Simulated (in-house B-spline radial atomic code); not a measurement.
Ce IX (Ce8+): [Kr] 4d10 5s2 5p2

Computed with an all-electron radial atomic-structure program (B-spline basis): Dirac-Kohn-Sham CAM-B3LYP, spherical fractional occupations, Fermi nucleus of rms radius 4.8771 fm.

Z_r = [3n² - l(l+1)]/(2<r>); Z_e = n√(-2ε); the last column is Slater's effective charge. Values are occupation-weighted means over j. An effective charge above Z reflects the relativistic contraction of the inner shells.

```tsv
shell	electrons	ε (eV)	<r> (bohr)	Z_r	Z_e	Slater
1s	2	-40438	0.02457	61.05	54.52	57.70
2s	2	-6592	0.1047	57.30	44.02	53.85
2p	6	-5929.9	0.09209	54.29	41.75	53.85
3s	2	-1520.5	0.278	48.55	31.71	46.75
3p	6	-1307.2	0.276	45.30	29.41	46.75
3d	10	-996.87	0.2534	41.44	25.68	36.85
4s	2	-401.94	0.6334	37.89	21.74	30.25
4p	6	-330.88	0.6684	34.41	19.73	30.25
4d	10	-226.09	0.7293	28.79	16.31	18.85
5s	2	-140.62	1.376	27.26	16.07	13.65
5p	2	-114.81	1.509	24.19	14.52	13.65
```

The least bound orbital is 5p3/2 at -113.4 eV, and it is also the most diffuse (<r> = 1.525 bohr).

Spin-orbit splittings of the orbital energies (j = l + 1/2 above j = l - 1/2 when positive): 2p 447 eV, 3p 88.27 eV, 3d 18.9 eV, 4p 19.38 eV, 4d 3.468 eV, 5p 4.101 eV.

For the 1s electron the small component carries 4.61 % of the norm, the zero-frequency Breit interaction raises the level by 109.6 eV, self-energy by 64.03 eV, and vacuum polarisation lowers it by 9.538 eV.

Caution: exact exchange at fractional occupations of open shells leaves self-interaction of up to several eV.
